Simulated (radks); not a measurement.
Values are calculated unless marked as measured or tabulated.
All-electron atom: Lu in [Xe] 4f14 5d1 6s2 (the NIST ground configuration). Code: a radial shooting solver on a logarithmic mesh with Libxc functionals. Model: scalar-relativistic Kohn-Sham, PBE, spin-polarised, spherical densities, point nucleus; open shells are filled with parallel spins first (spin-orbit coupling, left out, can overturn this in heavy ions).

Unscreened Slater integrals over Kohn-Sham orbitals (hartree). They are taken over the spin-up orbitals.

integral       value
F0(5d,5d)    0.32087
F2(5d,5d)    0.15115
F4(5d,5d)   0.095182
F0(5d,6s)    0.27283
G2(5d,6s)    0.10164
F0(5d,4f)    0.44343
F2(5d,4f)   0.084450
F4(5d,4f)   0.038384
G1(5d,4f)   0.039844
G3(5d,4f)   0.030188
G5(5d,4f)   0.022472
F0(5d,5p)    0.41356
F2(5d,5p)    0.16782
G1(5d,5p)    0.18230
G3(5d,5p)    0.10997
F0(6s,6s)    0.24966
F0(6s,4f)    0.32818
G3(6s,4f)  0.0096990
F0(6s,5p)    0.31450
G1(6s,5p)   0.022373
F0(4f,4f)     1.2963
F2(4f,4f)    0.60576
F4(4f,4f)    0.37817
F6(4f,4f)    0.27156
F0(4f,5p)    0.78203
F2(4f,5p)    0.25712
G2(4f,5p)    0.13207
G4(4f,5p)    0.10129
F0(5p,5p)    0.64578
F2(5p,5p)    0.34586

Derived for the open shells (J is the average intra-shell exchange parameter used in DFT+U). 5d: Racah B = F2/49 - 5 F4/441 = 0.002006 hartree, C = 35 F4/441 = 0.007554 hartree, C/B = 3.77, F4/F2 = 0.630, J = (F2 + F4)/14 = 0.01760 hartree.
